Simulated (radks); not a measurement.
Question: All-electron atom: Zr4+ in [Kr]. Calculated with a radial shooting solver on a logarithmic mesh with Libxc functionals: non-relativistic Kohn-Sham, r2SCAN, spin-polarised, spherical densities, point nucleus; meta-GGA in the generalised Kohn-Sham scheme; relativity is left out, which matters for an element this heavy. Some entries of the table are withheld. Estimate them.

orbital,occ.,eigenvalue (hartree),<r^2> (bohr^2),r(max) (bohr)
1s,2,-643.2332,0.001949,(1)
2s,2,-89.54159,0.03290,0.1412
2p,6,(2),0.02519,0.1114
3s,2,-16.12820,0.2516,0.4180
3p,6,-13.30817,(3),0.4065
3d,10,-8.19944,0.2456,0.3483
4s,2,(4),(5),1.094
4p,6,-2.69212,1.986,1.172

Answer: 
(1) 1s r(max) (bohr): 0.02522
(2) 2p eigenvalue (hartree): -82.10152
(3) 3p <r^2> (bohr^2): 0.2530
(4) 4s eigenvalue (hartree): -3.47835
(5) 4s <r^2> (bohr^2): 1.670
